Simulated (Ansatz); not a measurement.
Ansatz (a first-principles code) input (B3LYP-D3(BJ)/def2-TZVP):

Ansatz 0.2 input:
```yaml
crystal:
  periodic: [false, false, false]
  atoms:
    - {symbol: Mg, position_ang: [-0.00000000, -0.00000000, -0.13407931]}
    - {symbol: H, position_ang: [0.00000000, 0.00000000, 1.60895168]}
basis:
  gaussian:
    orbitals: def2-TZVP
hamiltonian:
  xc: b3lyp
  dispersion: d3bj
magnetization: {spin_polarized: true, initial_magnetization: 1}
phonons: {temperatures: {t_min: 298.15, t_max: 298.15, t_step: 100}}
```

Output:

```
Functional definition: B3LYP
integrals: 0.01 GiB planned
332 factors; their error is unknown
mean field: 0.09 GiB planned
mean field evaluation 1: about -5458.9809 eV, gradient 9.1e0 eV
mean field evaluation 2: about -5459.2413 eV, gradient 7.3e0 eV
mean field evaluation 4: about -5459.8497 eV, gradient 1.4e-1 eV
mean field evaluation 8: about -5459.8663 eV, gradient 1.7e-2 eV
mean field evaluation 16: about -5459.8663 eV, gradient 1.7e-5 eV
mean field -5459.86626258 eV, -200.6463843195 hartree, gradient 1.7e-5 eV, S^2 0.754665; 0 other end points of the search recorded, 0 dependent functions left out
the calculation of the forces begins
reference -5459.86644456 eV, -200.6463910071 hartree; 7, 6 occupied and 31, 32 virtual orbitals, 332 factors
these checks for a lower state are left out or cut short: stability, starts, cluster_reference, orbital_swaps, neighbouring_geometries, increment
integrals: 0.01 GiB planned
332 factors; their error is unknown
mean field: 0.09 GiB planned
mean field -5459.86626258 eV, -200.6463843194 hartree, gradient 1.4e-6 eV, S^2 0.754665; 0 other end points of the search recorded, 0 dependent functions left out
the calculation of the forces begins
reference -5459.86644455 eV, -200.6463910069 hartree; 7, 6 occupied and 31, 32 virtual orbitals, 332 factors
these checks for a lower state are left out or cut short: stability, starts, cluster_reference, orbital_swaps, neighbouring_geometries, increment
integrals: 0.01 GiB planned
332 factors; their error is unknown
mean field: 0.09 GiB planned
mean field -5459.86626258 eV, -200.6463843194 hartree, gradient 1.4e-6 eV, S^2 0.754665; 0 other end points of the search recorded, 0 dependent functions left out
the calculation of the forces begins
reference -5459.86644455 eV, -200.6463910069 hartree; 7, 6 occupied and 31, 32 virtual orbitals, 332 factors
these checks for a lower state are left out or cut short: stability, starts, cluster_reference, orbital_swaps, neighbouring_geometries, increment
integrals: 0.01 GiB planned
332 factors; their error is unknown
mean field: 0.09 GiB planned
mean field evaluation 32: about -5459.8663 eV, gradient 1.1e-2 eV
mean field -5459.86626258 eV, -200.6463843194 hartree, gradient 1.4e-6 eV, S^2 0.754665; 0 other end points of the search recorded, 0 dependent functions left out
the calculation of the forces begins
reference -5459.86644455 eV, -200.6463910069 hartree; 7, 6 occupied and 31, 32 virtual orbitals, 332 factors
these checks for a lower state are left out or cut short: stability, starts, cluster_reference, orbital_swaps, neighbouring_geometries, increment
integrals: 0.01 GiB planned
332 factors; their error is unknown
mean field: 0.09 GiB planned
mean field -5459.86626258 eV, -200.6463843194 hartree, gradient 1.4e-6 eV, S^2 0.754665; 0 other end points of the search recorded, 0 dependent functions left out
the calculation of the forces begins
reference -5459.86644455 eV, -200.6463910069 hartree; 7, 6 occupied and 31, 32 virtual orbitals, 332 factors
these checks for a lower state are left out or cut short: stability, starts, cluster_reference, orbital_swaps, neighbouring_geometries, increment
integrals: 0.01 GiB planned
332 factors; their error is unknown
mean field: 0.09 GiB planned
mean field -5459.86624288 eV, -200.6463835955 hartree, gradient 1.1e-6 eV, S^2 0.754634; 0 other end points of the search recorded, 0 dependent functions left out
the calculation of the forces begins
reference -5459.86642483 eV, -200.6463902821 hartree; 7, 6 occupied and 31, 32 virtual orbitals, 332 factors
these checks for a lower state are left out or cut short: stability, starts, cluster_reference, orbital_swaps, neighbouring_geometries, increment
integrals: 0.01 GiB planned
332 factors; their error is unknown
mean field: 0.09 GiB planned
mean field -5459.86623542 eV, -200.6463833216 hartree, gradient 9.4e-7 eV, S^2 0.754696; 0 other end points of the search recorded, 0 dependent functions left out
the calculation of the forces begins
reference -5459.86641743 eV, -200.6463900101 hartree; 7, 6 occupied and 31, 32 virtual orbitals, 332 factors
these checks for a lower state are left out or cut short: stability, starts, cluster_reference, orbital_swaps, neighbouring_geometries, increment
integrals: 0.01 GiB planned
332 factors; their error is unknown
mean field: 0.09 GiB planned
mean field evaluation 64: about -5459.8663 eV, gradient 2.2e-6 eV
mean field -5459.86626258 eV, -200.6463843194 hartree, gradient 1.4e-6 eV, S^2 0.754665; 0 other end points of the search recorded, 0 dependent functions left out
the calculation of the forces begins
reference -5459.86644455 eV, -200.6463910069 hartree; 7, 6 occupied and 31, 32 virtual orbitals, 332 factors
these checks for a lower state are left out or cut short: stability, starts, cluster_reference, orbital_swaps, neighbouring_geometries, increment
integrals: 0.01 GiB planned
332 factors; their error is unknown
mean field: 0.09 GiB planned
mean field -5459.86626258 eV, -200.6463843194 hartree, gradient 1.4e-6 eV, S^2 0.754665; 0 other end points of the search recorded, 0 dependent functions left out
the calculation of the forces begins
reference -5459.86644455 eV, -200.6463910069 hartree; 7, 6 occupied and 31, 32 virtual orbitals, 332 factors
these checks for a lower state are left out or cut short: stability, starts, cluster_reference, orbital_swaps, neighbouring_geometries, increment
integrals: 0.01 GiB planned
332 factors; their error is unknown
mean field: 0.09 GiB planned
mean field -5459.86626258 eV, -200.6463843194 hartree, gradient 1.4e-6 eV, S^2 0.754665; 0 other end points of the search recorded, 0 dependent functions left out
the calculation of the forces begins
reference -5459.86644455 eV, -200.6463910069 hartree; 7, 6 occupied and 31, 32 virtual orbitals, 332 factors
these checks for a lower state are left out or cut short: stability, starts, cluster_reference, orbital_swaps, neighbouring_geometries, increment
integrals: 0.01 GiB planned
332 factors; their error is unknown
mean field: 0.09 GiB planned
mean field -5459.86626258 eV, -200.6463843194 hartree, gradient 1.4e-6 eV, S^2 0.754665; 0 other end points of the search recorded, 0 dependent functions left out
the calculation of the forces begins
reference -5459.86644455 eV, -200.6463910069 hartree; 7, 6 occupied and 31, 32 virtual orbitals, 332 factors
these checks for a lower state are left out or cut short: stability, starts, cluster_reference, orbital_swaps, neighbouring_geometries, increment
integrals: 0.01 GiB planned
332 factors; their error is unknown
mean field: 0.09 GiB planned
mean field -5459.86623542 eV, -200.6463833216 hartree, gradient 9.4e-7 eV, S^2 0.754696; 0 other end points of the search recorded, 0 dependent functions left out
the calculation of the forces begins
reference -5459.86641743 eV, -200.6463900101 hartree; 7, 6 occupied and 31, 32 virtual orbitals, 332 factors
these checks for a lower state are left out or cut short: stability, starts, cluster_reference, orbital_swaps, neighbouring_geometries, increment
integrals: 0.01 GiB planned
332 factors; their error is unknown
mean field: 0.09 GiB planned
mean field evaluation 96: about -5459.8662 eV, gradient 8.3e-6 eV
mean field -5459.86624288 eV, -200.6463835955 hartree, gradient 1.1e-6 eV, S^2 0.754634; 0 other end points of the search recorded, 0 dependent functions left out
the calculation of the forces begins
reference -5459.86642483 eV, -200.6463902821 hartree; 7, 6 occupied and 31, 32 virtual orbitals, 332 factors
Total energy: -5459.89016283 eV, -200.6472626376 hartree
Atom 0 at    -0.000000    -0.000000    -0.134079 Å, force    -0.000000    -0.000000     0.000230 eV/Å
Atom 1 at     0.000000     0.000000     1.608952 Å, force     0.000000    -0.000000    -0.000230 eV/Å
Dipole moment:    -0.000000     0.000000    -0.285719 e Å
Vibrations: 1451.54 cm⁻¹, zero-point energy 0.089984 eV
```
